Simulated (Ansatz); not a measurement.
Computed with Ansatz on PBE0-D4/def2-TZVP structures; ΔE is electronic, products minus reactants. CBS: MP2 limit from def2 TZ/QZ plus the TZ coupled-cluster correction, frozen cores. DFT in def2-TZVPP. B3LYP here is the variant with VWN-RPA as its local correlation; programs differ in this. For Br outer-core shells are correlated without core-valence functions, which leaves a few kJ/mol of doubt a bond. Scalar relativity is left out up to krypton. Each species was taken in one conformer, which may not be the lowest.

`C[O][Al]([OH])[Br]` + `[OH][Al]1[CH2][NH]1` → `[OH][Al]([OH])[Br]` + `C[O][Al]1[CH2][NH]1`  (redistribution)

`C[O][Al]([OH])[Br]`:

Cartesian coordinates in Å:
```
C -1.219 0.224 -1.183
O -0.602 0.411 0.059
Al 0.791 -0.130 0.798
O 1.132 0.382 2.362
Br 2.178 -1.524 -0.298
H -0.649 -0.447 -1.836
H -2.217 -0.202 -1.041
H -1.330 1.186 -1.691
H 1.916 0.101 2.831
```

`[OH][Al]1[CH2][NH]1`:

```xyz
8

O     1.303    1.631   -1.291
Al    0.362    0.539   -0.427
C    -1.148   -0.366    0.288
N     0.270   -0.803    0.639
H     2.257    1.656   -1.309
H    -1.734    0.020    1.125
H    -1.730   -1.096   -0.281
H     0.420   -1.580    1.257
```

`[OH][Al]([OH])[Br]`:

Cartesian coordinates in Å:
```
O -0.692 1.405 0.523
Al 0.019 -0.039 0.039
O 0.177 -0.332 -1.607
Br 0.739 -1.539 1.556
H -0.813 1.636 1.442
H 0.571 -1.132 -1.953
```

`C[O][Al]1[CH2][NH]1`:

Z-matrix (Å, degrees):
```
C
O 1 1.397
H 1 1.094 2 109.8
H 1 1.094 2 110.0 3 118.9
H 1 1.095 2 112.3 3 -120.5
Al 2 1.663 1 143.1 3 124.4
N 6 1.716 2 149.1 1 -0.3
C 6 1.900 2 161.3 1 179.9
H 7 1.004 6 168.4 2 -0.1
H 8 1.093 6 123.1 2 -78.7
H 8 1.093 6 123.1 2 78.5
```

Problem. Is it downhill or uphill in electronic energy at CCSD(T)/CBS, and by how much? (An estimate is asked.)

Solution. Ansatz gave: Nearly level: ΔE = +0.4 kcal/mol.

Problem. What do these levels give: PBE-D4, PBE0-D4, B2PLYP, B3LYP, HF/def2-TZVPP, CCSD(T)/def2-TZVPP? (An estimate is asked.)

Solution. Ansatz gave: PBE-D4 0.3, PBE0-D4 0.2, B2PLYP 0.1, B3LYP -0.1, HF/def2-TZVPP -0.3, CCSD(T)/def2-TZVPP 0.3 kcal/mol.

Largest T1 diagnostic among the species: 0.013.
